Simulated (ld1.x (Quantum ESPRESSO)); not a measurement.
# Which change was made? (Ti, TM)

ld1.x (Quantum ESPRESSO) 7.5 input, shortened:

```
&input
   title='Ti', zed=22., rel=1, dft='PBESOL', iswitch=3,
   config='[Ar] 3d2 4s2 4p0 4f-2'
 /
 &inputp
   pseudotype=2, tm=.true., lloc=0,
   nlcc=.false.
 /
4
3P  2  1   6.00   0.00  1.15  1.15  0.0
3D  3  2   2.00   0.00  2.15  2.15  0.0
4F  4  3  -2.00   0.35  2.25  2.25  0.0
3S  1  0   2.00   0.00  1.30  1.30  0.0
 &test
   configts(1)='3s2 3p6 3d2 4s2 4p0'
 /
```

Occupied shells without a wave of their own: 4s. They enter only through the test configuration that unscreens the potential.

Cutoffs, loose and tight: the cutoffs (Ry, on a coarse ladder) from which the occupation-weighted sum of valence levels, in a spherical-Bessel basis at the reference potential, stays within 10 and 1 mRy of its value at 400 Ry. They do not see the model core or the augmentation charge, which bear on the density cutoff. Test errors are all-electron minus pseudo excitation energies from the reference, over the configurations 3s2 3p6 3d2 4s1 4p0; 3s2 3p6 3d2 4s0 4p0; 3s2 3p6 3d1 4s0 4p0; 3s2 3p6 3d2 4s1.5 4p0; 3s2 3p6 3d2 4s0 4p1; 3s2 3p6 3d0 4s0 4p0; 3s2 3p6 3d1 4s2 4p0; variants that change the core or the reference have their own tests.

The base gives: outcome: generated, misses its reference levels by 0.17 eV; cutoff, loose: 90 Ry; cutoff, tight: 140 Ry; bound ghosts: f; largest test error (meV): -881.

**Question.** After one change the result is: outcome: generated; cutoff, loose: 140 Ry; cutoff, tight: 230 Ry; bound ghosts: none; largest test error (meV): -194. Which change was it?
A. all radii scaled by about 1.05 (s 1.36, p 1.20, d 2.26, f 2.36 bohr)
B. all radii scaled by about 1.19 (s 1.56, p 1.38, d 2.56, f 2.68 bohr)
C. all radii scaled by about 0.96 (s 1.24, p 1.10, d 2.06, f 2.16 bohr)
D. all radii scaled by about 1.31 (s 1.70, p 1.50, d 2.82, f 2.94 bohr)
E. all radii scaled by about 0.76 (s 1.00, p 0.88, d 1.64, f 1.72 bohr)

**Answer.** E. The others give: all radii scaled by about 1.19 (s 1.56, p 1.38, d 2.56, f 2.68 bohr) → outcome: generated, misses its reference levels by 0.48 eV; cutoff, loose: 45 Ry; cutoff, tight: 80 Ry; bound ghosts: none; largest test error (meV): -2421 | all radii scaled by about 0.96 (s 1.24, p 1.10, d 2.06, f 2.16 bohr) → outcome: generated; cutoff, loose: 90 Ry; cutoff, tight: 160 Ry; bound ghosts: none; largest test error (meV): -629 | all radii scaled by about 1.31 (s 1.70, p 1.50, d 2.82, f 2.94 bohr) → outcome: generated, misses its reference levels by 0.76 eV; cutoff, loose: 45 Ry; cutoff, tight: 80 Ry; bound ghosts: none; largest test error (meV): -3812 | all radii scaled by about 1.05 (s 1.36, p 1.20, d 2.26, f 2.36 bohr) → outcome: generated, misses its reference levels by 0.24 eV; cutoff, loose: 80 Ry; cutoff, tight: 100 Ry; bound ghosts: none; largest test error (meV): -1204.
